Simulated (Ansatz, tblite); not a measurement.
Forces on GeHMe2Cl (C2H7ClGe) at its PBE0-D4/def2-SVP geometry. Charge 0, multiplicity 1.

The xTB rows come from tblite.

GFN1-xTB (tblite), largest force 1.00 eV/Å:

```xyz
11
positions Å, forces eV/Å
Ge    0.535   -0.009    0.452    0.930   -0.041    0.374
H     2.072   -0.115    0.400   -0.837    0.059    0.043
C    -0.326   -1.615   -0.219    0.037   -0.170   -0.090
H    -1.417   -1.518   -0.133    0.246   -0.101   -0.056
H    -0.002   -2.492    0.359   -0.188    0.117   -0.241
H    -0.064   -1.769   -1.277   -0.179   -0.080    0.339
C    -0.110    1.607   -0.411    0.055    0.150   -0.113
H     0.351    2.494    0.045   -0.210   -0.118   -0.221
H    -1.201    1.679   -0.300    0.256    0.057   -0.072
H     0.140    1.587   -1.483   -0.154    0.148    0.329
Cl    0.021    0.151    2.566    0.044   -0.020   -0.293
```

GFN2-xTB (tblite), largest force 1.16 eV/Å:

```
Ge 0.433 0.035 1.071
H -0.229 0.016 0.020
C -0.234 -0.667 -0.308
H 0.380 -0.111 -0.057
H -0.198 0.234 -0.280
H -0.175 -0.035 0.435
C -0.149 0.649 -0.390
H -0.237 -0.238 -0.244
H 0.389 0.048 -0.076
H -0.154 0.115 0.429
Cl 0.174 -0.047 -0.601
```

BHLYP-D4/def2-TZVP (Ansatz), largest force 0.58 eV/Å:

```
Ge 0.119 -0.008 0.014
H -0.180 0.014 0.031
C -0.226 -0.436 -0.133
H 0.562 -0.065 -0.054
H -0.176 0.450 -0.316
H -0.144 0.070 0.540
C -0.167 0.442 -0.187
H -0.248 -0.456 -0.252
H 0.563 -0.024 -0.069
H -0.135 0.021 0.546
Cl 0.031 -0.008 -0.119
```
